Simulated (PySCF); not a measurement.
Cu(F) anion (CuF), SMILES [Cu][F] (connectivity only; charge and spin as stated), charge -1, multiplicity 2. Atoms are numbered in the order given.

```xyz
2

Cu     0.0000     0.0000    -0.4421
F      0.0000     0.0000     1.4245
```
Charge -1, spin multiplicity 2.

Coordinates come from a PBE-D3(BJ)/def2-TZVPD optimisation. The multiplicity is an assumed one; other spin states were not compared.

All values below come from ωB97X/def2-TZVPD (PySCF).

Isolated molecule, no solvent.

Computed frontier levels, dipole moment and polarisability:
| Quantity | Value |
|---|---|
| α spin, highest occupied and lowest empty level | -1.06 and 5.52 eV |
| β spin, highest occupied and lowest empty level | -3.42 and 4.87 eV |
| dipole moment about the centre of nuclear charge | 0.40 D |
| mean static polarisability | 89.0 bohr³ (13.19 Å³) |
| polarisability, principal values | 76.5, 95.2, 95.2 bohr³ |
| ⟨S²⟩ | 0.755 (pure state 0.75) |
